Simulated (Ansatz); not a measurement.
`[Cl][SnH2][SeH]` + H₂ → H₂Se + `[Cl][SnH3]` at 500 K and 1 bar (hydrogenolysis of the Se–Sn bond).

Program: Ansatz. Geometries: PBE0-D4/def2-TZVP. ΔE: electronic, gas phase. CCSD(T)/CBS is the MP2 limit (def2-TZVPP, def2-QZVPP) plus CCSD(T) − MP2 in def2-TZVPP, frozen cores. This one scheme is used for every species. Elements past krypton have def2 core potentials. For Se, Sn outer-core shells are correlated without core-valence functions, which leaves a few kJ/mol of doubt a bond. Scalar relativity is left out up to krypton. One conformer a species, not always the lowest.

| species | CCSD(T)/CBS energy (Eh) | H − E (kJ/mol) | S (J/(mol·K)) |
| --- | --- | --- | --- |
| `[Cl][SnH2][SeH]` | -3076.37402 | 97.7 | 396.7 |
| H₂ | -1.17544 | 41.0 | 145.5 |
| H₂Se | -2401.89790 | 53.1 | 237.8 |
| `[Cl][SnH3]` | -675.62576 | 83.0 | 311.4 |

H − E and S are ideal-gas, rigid-rotor, harmonic terms from PBE0-D4/def2-TZVP, for one conformer and one mirror image of each species. The MP2-based limit puts H₂ 0.8 mEh under its directly extrapolated value; such offsets cancel only in part. 1 Eh = 2625.50 kJ/mol, R = 8.31446 J/(mol·K).

Q: By hand: ΔE, ΔH, ΔS and ΔG.

A: ΔE = (-2401.89790) + (-675.62576) − (-3076.37402) − (-1.17544) = 0.02580 Eh = 67.7 kJ/mol. Δ(H − E) = 53.1 + 83.0 − 97.7 − 41.0 = -2.6, so ΔH = 65.1 kJ/mol. ΔS = 237.8 + 311.4 − 396.7 − 145.5 = 7.0 J/(mol·K). ΔG = 65.1 − 500 × (7.0)/1000 = 61.6 kJ/mol.

Q: By hand: the equilibrium constant, and the temperature at which ΔG would vanish if ΔH and ΔS stayed fixed.

A: log₁₀ K = −ΔG/(RT ln 10) = -6.4. ΔG = 0 at ΔH/ΔS = 9300 K, far beyond where these terms or the molecules hold.

The number of gas molecules stays the same, so ΔS is small and ΔH decides. A doubt of 5 kJ/mol in ΔE shifts log₁₀ K by 0.5 here. Other conformers and mirror images would add mixing entropy, several J/(mol·K) or more a flexible species. These are equilibria of isolated gas molecules and say nothing of rates. Largest T1 diagnostic: 0.012 (customary marks: 0.02 for closed shells, 0.045 for open ones).
